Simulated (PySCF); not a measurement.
A geometry optimisation on Hf(NCO)4, `O=C=[N][Hf]([N]=C=O)([N]=C=O)[N]=C=O`.

Method: PBE0-D3(BJ)/def2-SVP geometry optimisation, gas phase, def2 core potentials past Kr (PySCF 2.14.0). Start geometry: GFN2-xTB. A driver script takes a list of jobs; this job's settings line and coordinates (Å) are shown.

Input:
```
{"job": {"xc": "PBE0", "basis": "def2-SVP", "d3": "d3bj", "grid": 1, "maxiter": 30, "shake": 0.03, "kind": "geom"}, "charge": 0, "multiplicity": 1}
Hf     0.063550    -0.077880     0.003150
N     -0.014510    -0.014560     2.048510
C     -0.059170    -0.014640     3.223730
O      0.100510    -0.006910     4.395900
N      1.941580    -0.022720    -0.725250
C      3.070920     0.019360    -1.081420
O      4.207460     0.005820    -1.443820
N     -0.921750     1.701130    -0.715500
C     -1.535680     2.678320    -1.038100
O     -2.082190     3.600840    -1.450380
N     -1.003560    -1.694220    -0.665550
C     -1.537780    -2.656000    -1.054320
O     -2.198750    -3.570650    -1.474750
```

Output:
```
step   0  E = -719.36579543  max force = 0.113840
step   1  E = -719.38504996  max force = 0.037319
step   2  E = -719.38942700  max force = 0.014991
step   3  E = -719.39046667  max force = 0.006092
step   4  E = -719.39056222  max force = 0.002126
step   5  E = -719.39059269  max force = 0.001078
step   6  E = -719.39060940  max force = 0.000864
step   7  E = -719.39060989  max force = 0.000825
step   8  E = -719.39062302  max force = 0.000466
step   9  E = -719.39063671  max force = 0.000542
... (11 lines left out)
step  21  E = -719.39063645  max force = 0.000438
step  22  E = -719.39063638  max force = 0.000435
step  23  E = -719.39063632  max force = 0.000432
step  24  E = -719.39063625  max force = 0.000435
step  25  E = -719.39063618  max force = 0.000434
step  26  E = -719.39063611  max force = 0.000434
step  27  E = -719.39063604  max force = 0.000432
step  28  E = -719.39063597  max force = 0.000429
step  29  E = -719.39063590  max force = 0.000433
step  30  E = -719.39063583  max force = 0.000431
optimisation converged
```

Energies in Eh; «max force» is the largest Cartesian gradient component in Eh/bohr.

Problem. Give the first gradient maximum in eV/Å.

Solution. With 1 Eh/bohr = 51.422 eV/Å, 5.854 eV/Å.

Problem. How much energy does the optimisation release, in kJ/mol?

Solution. E(step 0) − E(last step) = 0.024840 Eh, which is 65.2 kJ/mol.

Summary of the converged run: final energy -719.39064 Eh after 30 steps; dipole 0.09 D.

Problem. Estimate the wall time. Hardware: an AMD EPYC 7R13 with one thread, on a shared host. And the peak memory of the process?

Solution. About 9.8 min, with 0.96 GiB resident at the peak, the Python interpreter and its libraries included.
Labels such as C1 count atoms from 1, the log's own numbers from 0.
